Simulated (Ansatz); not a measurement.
ZrHCl₃⁻. Charge -1, multiplicity 2. Geometry r2SCAN-D4/def2-SVP, that of the neutral singlet; atoms count from 1.

```tsv
atom	x (Å)	y (Å)	z (Å)
Zr1	-0.001	0.005	-0.006
H2	0.271	-1.185	1.357
Cl3	-0.624	1.987	1.047
Cl4	-1.695	-0.942	-1.294
Cl5	2.049	0.134	-1.104
```

In the def2 sets Zr takes a core potential; there is no spin–orbit coupling. The highest occupied level of the charge -1 doublet lies above zero (up to 0.69 eV). By energy differences its removal costs 1.09 eV (vertical, to the charge 0 singlet, at PBE0-D4/def2-TZVPD); a positive level beside a positive removal energy at the same level points to self-interaction error.

Problem. Estimate the Mulliken populations from the PBE0/def2-TZVPD orbitals of Ansatz.

Solution. 
```csv
atom,charge (e),spin (α − β),d electrons
Zr1,0.90,1.00,2.28
H2,-0.10,-0.04,–
Cl3,-0.61,0.02,–
Cl4,-0.61,0.02,–
Cl5,-0.59,0.00,–
```
Mulliken values and Mayer orders depend strongly on the basis. With diffuse functions, as here, like atoms can get unlike values, and bond orders can come out too low or too high.

Problem. Where does the spin sit?

Solution. Summed by element: Zr 1.00, H -0.04, Cl 0.03, of 1 unpaired in all. Largest on single atoms: Zr1 1.00, H2 -0.04, Cl3 0.02.

Problem. And the Mayer bond orders between bonded heavy atoms (over 0.3)?

Solution. Zr1–Cl3 0.73 (2.33 Å); Zr1–Cl4 0.73 (2.33 Å); Zr1–Cl5 0.74 (2.33 Å).
